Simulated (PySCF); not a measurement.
CH4Si, SMILES C=[SiH2] (connectivity only; charge and spin as stated), charge +1, multiplicity 2. Atoms are numbered in the order given.

```xyz
6

C      0.0000     0.0000    -1.2091
Si     0.0000     0.0000     0.5861
H      0.0000     0.9212    -1.7838
H      0.0000    -0.9212    -1.7838
H      0.0000    -1.2751     1.3084
H      0.0000     1.2751     1.3084
```
Charge +1, spin multiplicity 2.

Coordinates come from a B3LYP-D3(BJ)/def2-TZVP optimisation. The multiplicity is an assumed one; other spin states were not compared.

The numbers are results of TDA-PBE/def2-TZVPD in PySCF 2.14.0, not measurements.

Vertical excitations. Gas-phase values at a fixed geometry.

```tsv
state	energy (eV)	λ (nm)	f	main pairs
root 1	3.43	362	0.000	β HOMO→LUMO 99 %
root 2	3.61	344	0.000	β HOMO−1→LUMO 100 %
root 3	4.72	263	0.116	α HOMO→LUMO 95 %
root 4	5.07	245	0.000	α HOMO−1→LUMO 6 %, β HOMO−2→LUMO 93 %
root 5	5.75	216	0.000	α HOMO−1→LUMO 88 %, β HOMO−2→LUMO 6 %, β HOMO→LUMO+1 5 %
root 6	6.11	203	0.000	α HOMO−2→LUMO 89 %, β HOMO−1→LUMO+1 9 %
root 7	6.69	185	0.022	α HOMO→LUMO+1 84 %, β HOMO−3→LUMO 15 %
root 8	6.87	180	0.000	α HOMO−1→LUMO 6 %, β HOMO→LUMO+1 94 %
root 9	7.04	176	0.002	α HOMO−2→LUMO 8 %, β HOMO−1→LUMO+1 89 %
root 10	7.56	164	0.001	α HOMO→LUMO+2 67 %, β HOMO−3→LUMO 24 %
```
Unrestricted roots are not spin-pure.
